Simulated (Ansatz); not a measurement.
# Relative stability

Two relaxed structures of AlHBrO (charge -1), singlet (PBE0-D4/def2-TZVPD; forces vanish, vibrations not checked).

A:

```
4
angstrom
O 0.1352 -1.4632 1.2021
Al 0.4543 -0.0717 0.1561
Br -1.8014 0.0933 -0.9218
H 0.9128 -1.6896 1.7178
```

B:

```csv
atom,x (Å),y (Å),z (Å)
O1,0.5588,-1.3101,1.1541
Al2,0.2098,-0.0763,0.1558
Br3,-1.8373,0.1741,-1.0350
H4,1.0687,1.2123,-0.2749
```

Program: Ansatz 0.2.0. Basis: def2-TZVPPD. Cores are frozen in the correlated methods. Filled d shells of the heavier atoms are correlated. The def2 sets are not built for correlating such inner shells, so the correlated values are less sure here. B3LYP uses VWN-RPA correlation.

Problem. Which structure is lower at CCSD(T), and by how much? (An estimate is asked for; the value comes from the calculation.)

Solution. By the calculation: A, by 8.25 kcal/mol (electronic energy, against the other). By their contacts, A is AlHBrO ([OH][Al][Br]), total charge -1 and B is AlHBrO ([O][AlH][Br]), total charge -1.

All methods give the same order:

```tsv
method	E(B) − E(A) (kcal/mol)
PBE-D4	8.41
r2SCAN-D4	6.00
PBE0-D4	10.86
B3LYP-D4	8.35
wB97M-V	9.96
HF	14.36
MP2	3.90
CCSD	9.77
CCSD(T)	8.25
```

No T1 diagnostic of these runs exceeds 0.016. The restricted Hartree–Fock reference is unstable towards an unrestricted one at one or more of these structures.

Labels in which every atom is bracketed show which atoms are joined, not bond orders.

For scale, one of the runs: CCSD(T)/def2-TZVPPD, 162 basis functions, launched by `ansatz run in.yaml --threads 2 --pin off --events-out ev --progress --plain --max-ram 4352MiB`. Hardware: 2 CPU threads of an Intel Xeon Platinum 8488C, shared host. Wall time 24 s; peak host memory 1.2 GiB.
